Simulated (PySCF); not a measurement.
Cl (SMILES [Cl-]), charge -1, singlet (in this run its highest filled SCF level lies above zero, so its values depend strongly on the basis, on diffuse functions most of all). Base run: R2SCAN/cc-pVTZ (PySCF).

Geometry (Å):
```xyz
1

Cl     0.0000     0.0000     0.0000
```
Charge -1, spin multiplicity 1.
All else is at PySCF's defaults.
Base energy -460.24676 Eh.

The base run was repeated with changes; each row names its change, and settings that it needs were set with it.

```json
[
 {"change": "base", "ΔE vs base (mEh)": "0.000", "SCF cycles": "7", "outcome": "converged"},
 {"change": "init_guess = vsap", "ΔE vs base (mEh)": "0.000", "SCF cycles": "7", "outcome": "converged"},
 {"change": "DIIS = ADIIS", "ΔE vs base (mEh)": "0.000", "SCF cycles": "8", "outcome": "converged"},
 {"change": "solver = newton; init_guess = 1e", "ΔE vs base (mEh)": "0.000", "SCF cycles": "-", "outcome": "converged"},
 {"change": "init_guess = atom", "ΔE vs base (mEh)": "0.000", "SCF cycles": "6", "outcome": "converged"},
 {"change": "conv_tol = 1e-7", "ΔE vs base (mEh)": "0.000", "SCF cycles": "6", "outcome": "converged"},
 {"change": "diis_space = 2", "ΔE vs base (mEh)": "0.000", "SCF cycles": "7", "outcome": "converged"},
 {"change": "diis = off; damp = 0.3 (with mf.diis_start_cycle = 200; with mf.max_cycle = 150)", "ΔE vs base (mEh)": "0.000", "SCF cycles": "13", "outcome": "converged"},
 {"change": "solver = newton", "ΔE vs base (mEh)": "0.000", "SCF cycles": "-", "outcome": "converged"},
 {"change": "diis = off (with mf.max_cycle = 100)", "ΔE vs base (mEh)": "-", "SCF cycles": "100", "outcome": "not converged"},
 {"change": "diis_space = 12", "ΔE vs base (mEh)": "0.000", "SCF cycles": "7", "outcome": "converged"},
 {"change": "conv_tol = 1e-6", "ΔE vs base (mEh)": "0.000", "SCF cycles": "6", "outcome": "converged"},
 {"change": "conv_tol_grad = 1e-3", "ΔE vs base (mEh)": "0.000", "SCF cycles": "7", "outcome": "converged"}
]
```
